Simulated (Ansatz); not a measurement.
H₉NSi₃, SMILES `N[SiH]([SiH3])[SiH3]`, charge 0, multiplicity 1.

Task: Give a relaxed structure at PBE0-D4/def2-TZVP (the Gaussian-basis code of Ansatz). (Best estimate.)

Result: Ansatz gave: 
Cartesian coordinates in Å:
```
N 1.361 -1.246 -0.627
Si -0.161 -0.444 -0.461
Si -0.879 -0.668 1.755
Si 0.129 1.817 -0.991
H 1.471 -2.184 -0.277
H 1.906 -1.113 -1.464
H -1.261 -0.966 -1.337
H 0.023 0.067 2.683
H -0.898 -2.102 2.162
H -2.257 -0.124 1.897
H 0.755 1.969 -2.335
H 1.003 2.490 0.007
H -1.192 2.504 -1.011
```
Point group Cs.
This is one stationary point; other conformers may exist.
